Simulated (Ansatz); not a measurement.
Reaction (β-hydride elimination): `BN[SiH2]NC` → `BN[SiH3]` + `C=N`

Isolated molecules relaxed with PBE0-D4/def2-TZVP in Ansatz; ΔE leaves out vibrations. CCSD(T)/CBS is the MP2 limit (def2-TZVPP, def2-QZVPP) plus CCSD(T) − MP2 in def2-TZVPP, frozen cores. This one scheme is used for every species. Functionals use def2-TZVPP. B3LYP here is the variant with VWN-RPA as its local correlation; programs differ in this. One conformer a species, not always the lowest.

CCSD(T)/CBS gives +45.0 kcal/mol.

Another level gave +43.4 kcal/mol. Which?
A. SCS-MP2/def2-TZVPP
B. ωB97X-V/def2-TZVPP
C. PBE-D4/def2-TZVPP
D. B3LYP/def2-TZVPP

A. SCS-MP2/def2-TZVPP 43.4, ωB97X-V 46.5, B3LYP 40.1, PBE-D4 45.0 kcal/mol.

Largest T1 diagnostic among the species: 0.012.

In def2-TZVPP, CCSD(T) changes the Hartree–Fock value by +4.2 kcal/mol (the triples alone add −0.1 kcal/mol) and MP2 by +7.8 kcal/mol. The D4 term adds +3.6 kcal/mol with B3LYP and +2.0 kcal/mol with PBE0; it sums over pairs of atoms, weighted by their polarisabilities, and B3LYP, whose exchange is more repulsive, gets the larger term. From PBE to PBE0 (25 % exact exchange), in def2-TZVPP and without D4, ΔE moves by +3.5 kcal/mol.
